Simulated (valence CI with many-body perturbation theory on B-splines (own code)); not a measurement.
# From CI to CI+MBPT in Ga9+

Calculated by valence CI with perturbative core correlation (CI+MBPT): four valence electrons over a frozen Dirac-Fock core [Ar], radial functions for each j: 9 s, 9 p, 10 d, 8 f, 5 g, 3 h, 1 i, with the one-electron correlation potential Σ1 (screened to all orders), the two-electron term Σ2, the three-electron term Σ3, Breit, model QED; selected single and double excitations, second order for the rest, scaled by the run's own slope (own B-spline code, finite nucleus).

No measured levels were compared; by estimate terms of the open shell hold to 2 to 4 % of their energy, and close levels can change places. Core correlation moves these levels by up to 4900 cm⁻¹, and in measured spectra 5 to 20 % of such shifts remained as error; rates that hang on mixing are uncertain with them. Only levels of the ground parity were solved; by the run's estimate the other parity begins above the list, which can be wrong where configurations are misplaced.

Each rung adds one term. CI alone is the Dirac-Coulomb CI over the frozen core; QED comes last and gives the full result, which names the levels. Energies are above 3d4 5D_0 on the same rung, in eV.

Letters in brackets count levels of one name in rising energy.

| Level | CI alone |
| --- | --- |
| 3d4 5D_1 | 0.0829 |
| 3d4 5D_2 | 0.2306 |
| 3d4 5D_3 | 0.4265 |
| 3d4 5D_4 | 0.6575 |
| 3d4 3P_0 [a] | 4.789 |
| 3d4 3H_4 | 5.080 |
| 3d4 3H_5 | 5.274 |
| 3d4 3P_1 [a] | 5.245 |
| 3d4 3H_6 | 5.450 |
| 3d4 3F_3 [a] | 5.721 |
| 3d4 3F_2 [a] | 5.719 |
| 3d4 3F_4 [a] | 5.816 |
| 3d4 3P_2 [a] | 5.926 |
| 3d4 3G_3 | 6.454 |
| 3d4 3G_4 | 6.601 |
| 3d4 3G_5 | 6.739 |

Question: What do these energies become with core correlation, Breit and QED?

Answer: 3d4 5D_1 0.0826 (-0.0003); 3d4 5D_2 0.2279 (-0.0028); 3d4 5D_3 0.4165 (-0.0100); 3d4 5D_4 0.6354 (-0.0222); 3d4 3P_0 [a] 4.729 (-0.0600); 3d4 3H_4 4.942 (-0.1381); 3d4 3H_5 5.132 (-0.1413); 3d4 3P_1 [a] 5.208 (-0.0364); 3d4 3H_6 5.291 (-0.1586); 3d4 3F_3 [a] 5.542 (-0.1785); 3d4 3F_2 [a] 5.573 (-0.1458); 3d4 3F_4 [a] 5.637 (-0.1791); 3d4 3P_2 [a] 5.881 (-0.0449); 3d4 3G_3 6.220 (-0.2341); 3d4 3G_4 6.329 (-0.2721); 3d4 3G_5 6.462 (-0.2772).

Question: How does the ionisation energy move along the ladder, and which term matters most?

Answer: CI alone 236.34, + Σ1 238.45, + Σ2 243.58, + Σ3 243.59, + Breit 243.57, + QED 243.58 eV. The largest step is Σ2, 5.13 eV. NIST lists 244 ± 2.5 eV (theoretical).
